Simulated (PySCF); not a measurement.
**Core-level binding energies of `N[SiH2]C[SiH3]`**

CH9NSi2.
Geometry (PBE0-D3(BJ)/def2-SVP, Å), atoms numbered from 1 in this order:
```
atom  x, y, z in Å
N1    -1.629    0.855   -0.383
Si2   -1.033   -0.767   -0.210
C3     0.820   -0.737   -0.505
Si4    1.663    0.758    0.272
H5    -1.501    1.348   -1.261
H6    -2.516    1.109    0.037
H7    -1.658   -1.789   -1.119
H8    -1.343   -1.175    1.195
H9     1.028   -0.736   -1.589
H10    1.264   -1.665   -0.104
H11    1.211    0.955    1.683
H12    3.149    0.568    0.287
H13    1.373    1.998   -0.510
```

Computed, not measured: PySCF 2.14.0, delta-SCF UKS SCAN, pcX-2 on the ionised atom, pcseg-1 elsewhere, spin-free X2C. Vertical ΔSCF values, vacuum level as zero.

**Question.** Give the core binding energies atom by atom.

**Answer.** 
```tsv
atom(s)	bonded to	level	binding energy (eV)	2p1/2 (eV)	above the level's lowest (eV)	count
Si4	C and 3 H	Si 2p3/2	106.44	107.06	0.00	1
Si2	N, C and 2 H	Si 2p3/2	106.73	107.35	+0.29	1
C3	2 H and 2 Si	C 1s	289.79	–	0.00	1
N1	2 H and Si	N 1s	404.63	–	0.00	1
Si4	C and 3 H	Si 1s	1846.22	–	0.00	1
Si2	N, C and 2 H	Si 1s	1846.60	–	+0.38	1
```

The listed Si 1s values span 0.38 eV, from Si4 (bonded to C and 3 H) to Si2 (bonded to N, C and 2 H). Summing the Pauling electronegativity differences to the bonded atoms, each weighted by its formal bond order, gives +1.55 for the lowest site and +2.39 for the highest.

The listed Si 2p3/2 values span 0.29 eV, from Si4 (bonded to C and 3 H) to Si2 (bonded to N, C and 2 H).

**Question.** Which photon energy gives electrons from Si 1s of Si4 a kinetic energy of 50 eV, and what is their de Broglie wavelength?

**Answer.** hν = 1846.22 + 50 = 1896.22 eV, recoil neglected; λ = 12.264 Å/√(E/eV) = 1.73 Å.

**Question.** Give the binding energy of Si 1s of Si4 in hartree and in kJ/mol.

**Answer.** 1846.22 eV = 67.8473 Eh = 178133 kJ/mol.

Spin–orbit and ligand-field terms were added within each 2p shell after the spin-free SCF. 2p1/2 minus 2p3/2 (ligand field included): Si 0.62 eV. Geometry: PBE0-D3(BJ)/def2-SVP, one conformer, isolated molecule.

The run took 36 s on one thread of an Arm Neoverse V1, on a shared host.
